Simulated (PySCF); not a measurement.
Values are calculated unless marked as measured or tabulated.
# Al3H3NO5

Al3H3NO5 is a small molecule (built as: end group NH), neutral, doublet. The structure, one conformer, was relaxed in the gas phase by PBE0-D3(BJ)/def2-SVP. No frequency run checks that it is a minimum.

SMILES: [NH][Al]1[O][Al]([OH])[O][Al]([OH])[O]1

Coordinates in Å:
```
O1      1.585   -0.084   -0.609
Al2     0.300   -0.746   -1.514
O3      0.568   -1.501   -3.002
O4     -1.247   -0.588   -0.803
Al5    -1.548    0.150    0.711
O6     -3.094    0.318    1.375
O7     -0.166    0.734    1.523
Al8     1.436    0.631    0.936
N9      2.858    1.033    1.955
H10    -0.122   -1.904   -3.531
H11    -3.891    0.003    0.946
H12     3.364    1.916    2.042
```

EPR values by unrestricted B3LYP, IGLO-III on Al N O, pcH-1 on H.

Task: Predict g and the largest hyperfine couplings. Where does the spin sit?

Result: g = 2.0022, 2.0039, 2.0133. The spin sits on N9 (104 %, bonded to 1 Al + 1 H) by Mulliken populations.
| atom | isotope | isotropic (MHz) | dipolar, principal values (MHz) |
| --- | --- | --- | --- |
| H12 | 1H | -58.6 | -52.4, -8.7, 61.0 |
| N9 | 14N | 27.8 | -42.3, -40.1, 82.4 |
| Al8 | 27Al | -58.2 | -5.0, 0.8, 4.2 |
| O7 | 17O | -5.6 | -3.0, 1.4, 1.6 |
| O1 | 17O | -5.4 | -3.0, 1.3, 1.6 |
| Al5 | 27Al | 3.1 | -0.5, -0.4, 0.9 |

Task: How do the isotropic couplings move with BHandHLYP?

Result: H12 -58.6 to -66.8 MHz, N9 27.8 to 37.0 MHz, Al8 -58.2 to -64.7 MHz, O7 -5.6 to -4.7 MHz.
